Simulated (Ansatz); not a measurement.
Reaction (formal exchange of groups at the Si–Si bond): `N[SiH]([SiH3])BF` + `N[CH2][ZnH]` → `N[CH]([SiH3])[ZnH]` + `N[SiH2]BF`

Calculated with Ansatz (gas phase, PBE0-D4/def2-TZVP geometries, no zero-point term in ΔE). CCSD(T)/CBS is the MP2 limit (def2-TZVPP, def2-QZVPP) plus CCSD(T) − MP2 in def2-TZVPP, frozen cores. DFT in def2-TZVPP. B3LYP here is the variant with VWN-RPA as its local correlation; programs differ in this. For Zn outer-core shells are correlated without core-valence functions, which leaves a few kJ/mol of doubt a bond. Scalar relativity is left out up to krypton. One conformer a species, not always the lowest.

`N[SiH]([SiH3])BF`:

```xyz
12

N     0.259   -1.722    0.889
Si    0.280   -0.522   -0.351
Si    0.815    1.650    0.397
B    -1.539   -0.403   -1.228
F    -2.587   -0.982   -0.657
H     1.022   -1.826    1.536
H    -0.620   -1.961    1.319
H     1.307   -0.853   -1.384
H     2.105    1.635    1.145
H    -0.235    2.172    1.315
H     0.951    2.598   -0.745
H    -1.758    0.214   -2.237
```

`N[CH2][ZnH]`:

Cartesian coordinates in Å:
```
N 0.605 -0.993 -0.440
C 0.218 0.072 0.491
Zn -1.393 0.989 -0.152
H 0.898 -0.612 -1.329
H 1.393 -1.523 -0.083
H 1.027 0.776 0.741
H -0.074 -0.396 1.439
H -2.673 1.686 -0.667
```

`N[CH]([SiH3])[ZnH]`:

```xyz
11

N    -1.539   -0.400    0.361
C    -0.229    0.279    0.431
Si    0.396    0.664   -1.286
Zn    1.165   -0.669    1.465
H    -1.476   -1.271   -0.151
H    -1.900   -0.625    1.280
H    -0.376    1.258    0.904
H    -0.535    1.510   -2.084
H     0.612   -0.603   -2.045
H     1.711    1.358   -1.173
H     2.170   -1.500    2.298
```

`N[SiH2]BF`:

```xyz
9

N     1.104    0.709   -0.830
Si    0.357    0.031    0.569
B    -1.525   -0.541    0.050
F    -2.396   -0.868    0.991
H     2.025    1.115   -0.773
H     0.964    0.270   -1.725
H     0.341    1.067    1.639
H     1.053   -1.157    1.164
H    -1.924   -0.627   -1.085
```

```tsv
level	ΔE (kJ/mol)
B2PLYP	8.7
PBE	19.8
B3LYP	12.5
HF/CBS(def2)	6.7
```

Question: What does CCSD(T)/CBS give? (Best estimate.)

Answer: Ansatz gave: +8.8 kJ/mol. The listed levels differ from it by -0.1, 11.0, 3.7, -2.1 kJ/mol.

Largest T1 diagnostic among the species: 0.014.
